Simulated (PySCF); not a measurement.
Compound: C₅H₈F₂OSi.
Atom-mapped SMILES: `[F:1][CH2:2][C@@H:3]1[CH:4]=[CH:5][Si@@H:6]([CH2:7][F:8])[O:9]1`

Definitions: NICS(0) = −σiso at the ring centroid; NICS(1) = −σiso and NICS(1)zz = −σzz at ±1 Å along the ring normal z. Level: GIAO PBE0/pcSseg-1 (PySCF, non-relativistic, gas phase) on the GFN2-xTB geometry, one conformer.

Ring bond lengths (Å), with Mayer bond orders in brackets: C3–C4 1.502 (1.03), C4–C5 1.327 (1.87), C5–Si6 1.880 (0.90), Si6–O9 1.645 (0.96), O9–C3 1.403 (0.88).

**Question.** What do the NICS probes read (ppm)?

**Answer.** 
| ring | type | NICS(0) | NICS(1), two faces | NICS(1)zz, two faces | rms pucker (Å) | centre to ring atoms, mean (Å) |
| --- | --- | --- | --- | --- | --- | --- |
| C3–C4–C5–Si6–O9 | 5-membered ring with O and Si; formal bonds 1 double, 4 single | -4.4 | -3.6 / -3.6 | -5.2 / -5.3 | 0.05 | 1.32 |

**Question.** What do they say, and how far can they be read as aromaticity?

**Answer.** 
- C3–C4–C5–Si6–O9: mean NICS(1)zz -5.3 ppm, shielded. C3, Si6 have four or more neighbours, and the NICS criterion for π rings isn't applied.

**Question.** Give the inner angles of the rings and the Hirshfeld charges of the ring atoms.

**Answer.** 
- C3–C4–C5–Si6–O9: C3 109.5° (+0.036 e), C4 115.5° (-0.037 e), C5 107.1° (-0.152 e), Si6 92.4° (+0.419 e), O9 114.3° (-0.228 e); sum 538.8° against 540° for a flat convex ring.

Time: 21 s of wall time; peak memory 0.89 GiB. Hardware: an AMD EPYC 9R45 with one thread (shared host). This is the whole shielding run at PBE0/pcSseg-1, SCF included.

The values belong to the conformer `[F:1][CH2:2][C@@H:3]1[CH:4]=[CH:5][Si@@H:6]([CH2:7][F:8])[O:9]1`: F1–C2–C3–C4 -66°, C5–Si6–C7–F8 -93°.
